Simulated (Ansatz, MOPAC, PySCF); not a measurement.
Ligands exchanged one at a time, Ga CH3-NH2. All species are isolated molecules in the gas phase. One relaxed conformer stands for each flexible species; it need not be the lowest. Strings in code marks are SMILES.

Quantity: redistribution energy (mixed species minus the weighted end members), in eV. Semi-empirical values (MOPAC) are differences of heats of formation.

Level 1: BP86/6-31G* // B3LYP-D3(BJ)/def2-TZVP (PySCF)
Level 2: HF/6-31G* // B3LYP-D3(BJ)/def2-TZVP (PySCF)
Level 3: HF/cc-pVTZ // B3LYP-D3(BJ)/def2-TZVP (Ansatz, a first-principles code)
Level 4: PM7 // B3LYP-D3(BJ)/def2-TZVP (MOPAC)

| species | level 1 | level 2 | level 3 | level 4 |
|---|---|---|---|---|
| 1 of 3 CH3 replaced by NH2: `[Ga]([NH2])([CH3])[CH3]` | -0.221 | -0.152 | -0.140 | -0.237 |
| 2 of 3 CH3 replaced by NH2: `[NH2][Ga]([NH2])[CH3]` | -0.162 | -0.132 | -0.130 | -0.237 |
